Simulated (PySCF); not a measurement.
Gas-phase equilibrium of 1 mol SnCl₄, 90 mol H₂O at 2000 K and 0.133 bar, among 27 species (ClO, SnCl₄, O₂, HCl, O, SnH₂, HO₂, SnO, SnHCl₃, SnCl₃, H₂O, H, HOCl, H₂O₂, O₃, H₂, SnH₄, SnCl₂, SnH₂Cl₂, Cl, Cl₂, SnO₂, SnH₃Cl, Sn₂O₂, SnHCl, Sn(OH)₂, OH). Only gases are allowed; each row takes one source of thermochemistry for all species, and Cantera finds the minimum.

Method: PySCF energies (xtb for GFN2) plus ideal-gas RRHO corrections (1 bar). † marks an energy on the PBE0/def2-TZVP geometry and frequencies; other levels use their own. Open shells (unrestricted) among the columns below: O₂ (multiplicity 3), Cl (multiplicity 2, electronic degeneracy 6), OH (multiplicity 2, electronic degeneracy 4); the rest are closed-shell singlets. GFN2 has no spin-polarisation term. Spin-orbit splitting is ignored; it lowers the true energy and changes the entropy of Cl, OH. B3LYP is the form with VWN-RPA correlation. Sn: scalar-relativistic def2 core potential, no spin-orbit coupling. The harmonic model lacks anharmonicity and excited electronic states, which grow with temperature; levels with a mode under 35 cm⁻¹ are left out.

Molecules larger than those listed are left out. Also missing: (SnO)n, which can matter at low temperature or high pressure.

With B3LYP/def2-TZVP† thermochemistry: H₂O 0.89, HCl 0.040, H₂ 0.032, O₂ 0.019, Cl 0.0017, SnO 0.010, OH 0.0090.

How far does the composition move with the other sources (GFN2-xTB, PBE/def2-TZVP†, PBE0/def2-TZVP, r2SCAN/def2-TZVP†, ωB97M-V/def2-TZVP†)?


```tsv
thermochemistry	x H₂O	x HCl	x H₂	x O₂	x Cl	x SnO	x OH
B3LYP/def2-TZVP†	0.89	0.040	0.032	0.019	0.0017	0.010	0.0090
GFN2-xTB	0.95	0.025	0.00015	0.00040	0.013	0.0094	9.7e-5
PBE/def2-TZVP†	0.88	0.041	0.038	0.024	0.00056	0.010	0.0028
PBE0/def2-TZVP	0.90	0.040	0.023	0.015	0.00097	0.0098	0.0070
r2SCAN/def2-TZVP†	0.88	0.041	0.039	0.023	0.00082	0.010	0.0079
ωB97M-V/def2-TZVP†	0.91	0.041	0.018	0.013	0.0010	0.0096	0.0063
```
The most sensitive of these is H₂: it spans a factor of 10^2.4 over these rows; at this temperature one factor of ten is RT ln 10 = 38 kJ/mol.
